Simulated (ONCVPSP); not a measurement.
# Tc (Z = 43): variants of one ONCV potential

Base potential:

* Element: technetium (Tc)
* Generator: ONCVPSP 4.0.1
* Type: optimised norm-conserving Vanderbilt (ONCV)
* Functional: LDA (Perdew-Wang 92)
* Relativity: scalar-relativistic
* Frozen core: [Ar] 3d10
* Valence charge: 15
* Reference configuration: 4s2 4p6 4d5 5s1.5 (charge +0.5)
* Partial waves: 4s+5s: rc 1.95 bohr, ncon 4, nbas 8, qcut 5.4 1/bohr, 2 projectors; 4p: rc 1.85 bohr, ncon 4, nbas 7, qcut 8.8 1/bohr, 1 projector; 4d: rc 2.40 bohr, ncon 4, nbas 9, qcut 5.3 1/bohr, 2 projectors, debl 3.3 Ha
* Local potential: polynomial inside 1.55 bohr (lpopt 5, dvloc0 0 Ha)
* Core correction: Teter function, fcfact 3.75, rcfact 1.5

Cutoffs, loose and tight: the cutoffs (Ha) at which the residual kinetic energy of the hardest occupied pseudo-wave falls to 1 and 0.1 mHa per electron. They do not see the model core or the augmentation charge, which bear on the density cutoff. Test errors are all-electron minus pseudo excitation energies from the reference, over the configurations 4s2 4p6 4d5 5s2; 4s2 4p6 4d5 5s1; 4s2 4p6 4d5 5s0; 4s2 4p6 4d4 5s2 5p1. A dash means not determined; rows that change the core or the reference have their own tests.

A true bound ghost makes a file unfit for plane-wave use even where its test errors are small: the radial tests pick states by their node count and pass the ghost by.

```csv
change,outcome,"cutoff, loose","cutoff, tight",bound ghosts,GHOST(+) flags above zero,largest test error (meV)
base,generated,13 Ha,17 Ha,none,none,+66
"core correction Teter function, fcfact 4, rcfact 1.75",generated,13 Ha,17 Ha,none,none,+62
"all radii but the core radius scaled by about 0.95 (s 1.84, p 1.76, d 2.28 bohr); local potential polynomial inside 1.46 bohr (lpopt 5, dvloc0 0 Ha)",generated,13 Ha,28 Ha,d,none,+83
d: rc 2.3,generated,13 Ha,26 Ha,none,none,+57
"core correction Teter function, fcfact 2.7, rcfact 1.5",generated,13 Ha,17 Ha,none,none,+67
fully relativistic,generated,14 Ha,18 Ha,none,none,+62
"core correction Teter function, fcfact 3.75, rcfact 1.16",generated,13 Ha,17 Ha,none,none,+68
functional PW91,generated,13 Ha,17 Ha,none,d,+76
```
